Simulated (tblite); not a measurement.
C₅H₁₃OPSi.
SMILES with atom numbers: `[CH3:1][P@@:2]1(=[O:3])[CH2:4][CH2:5][CH2:6][C@@H:7]1[SiH3:8]` (hydrogens: H9, H10, H11 on C1; H12, H13 on C4; H14, H15 on C5; H16, H17 on C6; H18 on C7; H19, H20, H21 on Si8)

Geometry (GFN2-xTB, Å), atoms numbered from 1 in this order:
```xyz
21
C5H13OPSi angstrom
C     -1.878   -1.559   -0.173
P     -0.630   -0.372   -0.804
O     -0.284   -0.603   -2.213
C     -1.235    1.337   -0.443
C     -0.416    1.801    0.756
C      0.966    1.164    0.611
C      0.754   -0.334    0.408
Si     2.260   -1.285   -0.246
H     -2.736   -1.525   -0.842
H     -1.443   -2.557   -0.217
H     -2.185   -1.331    0.843
H     -1.009    1.932   -1.331
H     -2.310    1.379   -0.267
H     -0.350    2.890    0.800
H     -0.877    1.452    1.683
H      1.456    1.584   -0.272
H      1.595    1.366    1.480
H      0.396   -0.774    1.344
H      3.319   -1.117    0.757
H      2.698   -0.731   -1.521
H      1.899   -2.700   -0.354
```

All values are computed: GFN2-xTB (tblite) harmonic vibrations without scaling, gas phase. Errors from tens to a few hundred cm⁻¹ against measured bands are possible. Modes of hydrogen on silicon can be 10 to 20 % off. One conformer, not necessarily the lowest.

Harmonic wavenumbers (cm⁻¹): 43.8, 104.5, 132.3, 151.0, 173.0, 194.5, 262.1, 283.3, 307.7, 349.3, 411.5, 489.2, 525.2, 550.9, 650.3, 693.9, 741.5, 754.6, 772.8, 786.0, 788.5, 820.0, 841.2, 849.2, 925.4, 947.9, 964.3, 1028.3, 1070.5, 1093.7, 1109.9, 1153.3, 1206.8, 1232.7, 1255.1, 1270.1, 1307.3, 1316.7, 1330.4, 1424.7, 1439.1, 1440.8, 1482.2, 1493.2, 2236.9, 2263.9, 2323.4, 2922.4, 2954.8, 2958.2, 2970.7, 2977.1, 2982.6, 2985.5, 3002.3, 3003.0, 3032.9.

A = 1776, B = 1320, C = 966.1 MHz; mass 148.047 u (most abundant isotopes); point group C1, symmetry number 1.

Task: What is the zero-point energy?

Result: ½Σν̃ = 36391 cm⁻¹ = 104.05 kcal/mol.

Task: Give the ideal-gas entropy at 200 K and 1 bar in the rigid-rotor, harmonic-oscillator model (classical rotation).

Result: Translation 38.93, rotation 28.15, vibration 19.15: S = 86.2 cal/(mol K).

Task: And Cp and H(200 K) − H(0)?

Result: Cp = 30.64 cal/(mol K), of which vibrations give 22.70 (their classical limit is 57 R = 113.3); H(200 K) − H(0) = 3.77 kcal/mol without the zero-point energy, 2.18 from vibrations.

Task: How do the functions run with temperature in this model?

Result: 
```csv
T (K),S (cal/(mol K)),Cp (cal/(mol K)),H − H(0) (kcal/mol),G − H(0) (kcal/mol),ln q(vib)
150,78.3,24.9,2.38,-9.36,2.79
250,93.7,36.7,5.45,-17.98,5.53
298.15,100.7,42.6,7.36,-22.66,6.88
400,114.9,54.2,12.30,-33.64,9.79
600,140.3,71.5,24.98,-59.21,15.51
900,172.7,87.9,49.10,-106.32,23.67
```

q(vib) and H(0) count from the zero-point level.

Task: Which modes carry the vibrational entropy at 200 K?

Result: 43.8 cm⁻¹: 4.29; 104.5 cm⁻¹: 2.60; 132.3 cm⁻¹: 2.16; 151.0 cm⁻¹: 1.92; 173.0 cm⁻¹: 1.68; 194.5 cm⁻¹: 1.47 cal/(mol K); the other 51 give 5.03 together.

Task: Blend soft modes into free rotors: weight 1/[1 + (100 cm⁻¹/ν̃)⁴] for the oscillator and the rest for a rotor with moment μB/(μ + B), μ = h/(8π²ν), B = 10⁻⁴⁴ kg m². What vibrational entropy results?

Result: 18.19 cal/(mol K) in place of 19.15, which changes −T·S at 200 K by +0.19 kcal/mol.

Hindered rotation and anharmonicity are outside this model. Other conformers, if any are populated, would add a mixing term that is left out. The structure is chiral; the term R ln 2 for an equal mix with its mirror image is left out.
